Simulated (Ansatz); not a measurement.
All values below come from frozen-core CCSD(T)/cc-pVTZ // B3LYP-D3(BJ)/def2-TZVP (Ansatz, a quantum-chemistry and plane-wave program).

Ansatz 0.2 input:
```yaml
crystal:
  periodic: [false, false, false]
  atoms:
    - { symbol: N, position_ang: [2.416224, 0.011655, -0.023127] }
    - { symbol: C, position_ang: [1.264212, 0.0061, -0.012102] }
    - { symbol: Si, position_ang: [-0.58678, -0.002832, 0.005615] }
    - { symbol: H, position_ang: [-1.016155, -0.662824, 1.251852] }
    - { symbol: H, position_ang: [-1.038481, 1.3996, -0.041373] }
    - { symbol: H, position_ang: [-1.03902, -0.751699, -1.180865] }
basis:
  gaussian: { orbitals: cc-pVTZ }
correlation:
  method: ccsd_t
```

Output:

```
Functional definition: HF
789 factors; integrals over basis functions are off by at most 1.3e-3 eV
mean field evaluation 1: about -10420.2788 eV, gradient 3.0e1 eV
mean field evaluation 2: about -10420.2874 eV, gradient 3.0e1 eV
mean field evaluation 4: about -10422.9157 eV, gradient 3.8e0 eV
mean field evaluation 8: about -10422.9815 eV, gradient 1.8e-4 eV
mean field evaluation 16: about -10422.9684 eV, gradient 2.2e-1 eV
mean field -10422.98154832 eV, -383.0375069503 hartree, gradient 2.1e-6 eV, S^2 0.000000; 0 other end points of the search recorded, 0 dependent functions left out
7 core orbitals not correlated
reference -10422.98154832 eV, -383.0375069503 hartree; 8, 8 occupied and 121, 121 virtual orbitals, 789 factors
second order -12.58484535 eV of doubles, -0.00000000 eV of singles
cycle   1  -12.63230973 eV  change   -4.7e-2 eV  update   9.7e-2
cycle   2  -13.10217661 eV  change   -4.7e-1 eV  update   3.1e-2
cycle   3  -13.19469766 eV  change   -9.3e-2 eV  update   1.3e-2
cycle   4  -13.19430343 eV  change    3.9e-4 eV  update   3.4e-3
cycle   5  -13.19696191 eV  change   -2.7e-3 eV  update   1.4e-3
cycle   6  -13.19731712 eV  change   -3.6e-4 eV  update   3.2e-4
cycle   7  -13.19735159 eV  change   -3.4e-5 eV  update   8.5e-5
cycle   8  -13.19740043 eV  change   -4.9e-5 eV  update   2.6e-5
cycle   9  -13.19740636 eV  change   -5.9e-6 eV  update   9.2e-6
perturbative correction -0.62007182 eV, -0.0227872191 hartree
Total energy: -10436.79902651 eV, -383.5452899078 hartree
```

Cost: roughly 10 core-seconds.
